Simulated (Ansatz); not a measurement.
Pd₃H₄. Charge 0, multiplicity 3. Geometry PBE-D4/def2-TZVPD, that of the charge -1 doublet.

```xyz
7

Pd   -0.498    0.055   -1.058
Pd    1.284   -1.068    0.721
Pd    0.624    1.553    0.944
H     0.746    0.070    1.821
H    -1.261   -0.737   -2.222
H    -0.786    1.484    0.064
H    -0.107   -1.358   -0.270
```

In the def2 sets Pd takes a core potential; there is no spin–orbit coupling. At PBE0-D4/def2-TZVPD a singlet of charge 0 lies 0.20 eV below the triplet at the same geometry. Another isomer (doublet) lies 0.13 eV lower at PBE0-D4/def2-TZVPD.

Question: Estimate the α-spin orbital energies around the gap (eV) in Ansatz with PBE-D4/def2-TZVPD, r2SCAN-D4/def2-TZVPD, PBE0-D4/def2-TZVPD.

Answer: 
| orbital | PBE-D4/def2-TZVPD | r2SCAN-D4/def2-TZVPD | PBE0-D4/def2-TZVPD |
| --- | --- | --- | --- |
| HOMO−5 | -6.11 | -6.30 | -7.59 |
| HOMO−4 | -6.05 | -6.25 | -7.55 |
| HOMO−3 | -5.97 | -6.16 | -7.46 |
| HOMO−2 | -5.92 | -6.12 | -7.38 |
| HOMO−1 | -5.63 | -5.77 | -6.54 |
| HOMO | -4.73 | -4.85 | -5.60 |
| LUMO | -3.54 | -3.48 | -2.88 |
| LUMO+1 | -2.41 | -2.20 | -1.70 |
| LUMO+2 | -2.19 | -1.96 | -1.39 |
| LUMO+3 | -1.58 | -1.27 | -0.80 |
| LUMO+4 | 0.06 | 0.46 | 0.70 |
| LUMO+5 | 0.14 | 0.55 | 0.81 |
| β HOMO | -5.65 | -5.69 | -6.74 |
| β LUMO | -5.07 | -4.89 | -3.92 |
